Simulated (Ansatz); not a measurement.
One change: `[SiH3]OC1=CS1` becomes `OC1=CS1`.

Ansatz, PBE0-D4/def2-TZVP geometries, multiplicity 1. Each molecule was computed in one conformer, which needn't be the lowest.

| property | `[SiH3]OC1=CS1` |
| --- | --- |
| LUMO energy (PBE0/def2-TZVPP) / eV | -0.36 |
| LUMO energy (ωB97M-V/def2-TZVPP) / eV | 1.37 |
| HOMO–LUMO gap (B3LYP/def2-TZVPP) / eV | 4.60 |
| LUMO energy (B3LYP/def2-TZVPP) / eV | -0.58 |
| HOMO–LUMO gap (PBE/def2-TZVPP) / eV | 2.94 |
| HOMO energy (ωB97M-V/def2-TZVPP) / eV | -7.59 |

**Question.** What does the change do to each property? (Estimate.)

**Answer.** The calculation gave: 
| property | `OC1=CS1` | shift |
| --- | --- | --- |
| LUMO energy (PBE0/def2-TZVPP) / eV | -0.50 | -0.14 |
| LUMO energy (ωB97M-V/def2-TZVPP) / eV | 1.37 | 0.00 |
| HOMO–LUMO gap (B3LYP/def2-TZVPP) / eV | 4.36 | -0.24 |
| LUMO energy (B3LYP/def2-TZVPP) / eV | -0.79 | -0.21 |
| HOMO–LUMO gap (PBE/def2-TZVPP) / eV | 2.71 | -0.23 |
| HOMO energy (ωB97M-V/def2-TZVPP) / eV | -7.54 | 0.05 |

B3LYP here is the variant with VWN-RPA as its local correlation; programs differ in this.
